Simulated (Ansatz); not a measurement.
# How the barrier moves along a series

Four-centre ligand exchange: in every member these bonds form or tighten: B–O, Cl–H; these break or loosen: B–Cl, H–O. Only the spectator groups change.

Gas-phase electronic energies, without zero-point energy, by CCSD(T) at an estimated basis limit (MP2 extrapolated from triple and quadruple zeta, plus CCSD(T) − MP2 in triple zeta); Ansatz 0.2.0, def2-TZVPP and QZVPP, frozen cores, on PBE0-D4/def2-TZVP structures. Extrapolation: Hartree–Fock as exp(−7.88 √X), correlation as X^−2.97. All energies, in kcal/mol, count from the separated reactants, without counterpoise correction; the start and end structures are the complexes reached by relaxing down from the saddle, and deeper ones may exist. Brackets give SMILES, or, where every atom is bracketed, only which atoms are joined. Steps whose reference was doubtful or whose search ended elsewhere are left out.

| reactants | products | start structure | saddle | end structure | saddle by PBE-D4/TZ |
| --- | --- | --- | --- | --- | --- |
| BClF₂ ([F][B]([F])[Cl]) + H₂O | BHOF₂ ([OH][B]([F])[F]) + HCl | -8.55 | 10.08 | -15.86 | 3.16 |
| BCl₃ ([Cl][B]([Cl])[Cl]) + H₂O | BHCl₂O ([OH][B]([Cl])[Cl]) + HCl | -7.52 | ? | -15.98 | 5.53 |
| BCl₃ ([Cl][B]([Cl])[Cl]) + H₂O₂ ([OH][OH]) | BHCl₂O₂ ([OH][O][B]([Cl])[Cl]) + HCl | -8.59 | 15.05 | -11.92 | 7.82 |
| BClF₂ ([F][B]([F])[Cl]) + H₂O₂ ([OH][OH]) | BHO₂F₂ ([OH][O][B]([F])[F]) + HCl | -6.90 | 13.47 | -12.06 | 6.50 |
| BH₂ClO₂ ([OH][B]([OH])[Cl]) + H₂O | BH₃O₃ ([OH][B]([OH])[OH]) + HCl | -3.94 | 13.23 | -15.13 | 7.69 |
| BSi₂NH₆Cl₂ ([SiH3][N]([SiH3])[B]([Cl])[Cl]) + H₂O | BSi₂NH₇ClO ([OH][B]([Cl])[N]([SiH3])[SiH3]) + HCl | -3.59 | 14.54 | -13.42 | 8.27 |

Fit a straight line of the saddle against the PBE-D4 saddle to the 5 complete rows, and use it to predict the missing value.

Means: x̄ = 6.69, ȳ = 13.27. Σ(x − x̄)(y − ȳ) = 15.2 and Σ(x − x̄)² = 17.27, so the slope is 0.880 (correlation 0.94). For x = 5.53: y = 13.27 + 0.880 × (5.53 − (6.69)) = 12.25 kcal/mol. The calculation gives 12.37 kcal/mol, so the line misses by 0.12 kcal/mol.

Above its own start structure that saddle lies 19.89 kcal/mol.

With the table complete, does the saddle's height follow the energy of the end structure?

In part: the correlation over these 6 members is 0.77.

How do the PBE-D4 saddles lie against the coupled-cluster estimate?

All lower, by 5.54 to 7.23 kcal/mol.

The T1 diagnostic stays at or below 0.013.

For scale, one of the runs: CCSD(T)/def2-TZVPP, 373 basis functions, launched by `ansatz run in.yaml --threads 4 --pin off --events-out ev --progress --plain --max-ram 46080MiB --backend cuda --devices 0, --max-vram 37GiB`. Hardware: 4 CPU threads of an AMD EPYC 7R13 and a share of one NVIDIA H100, shared host. Wall time 8.5 s; peak host memory 0.92 GiB.
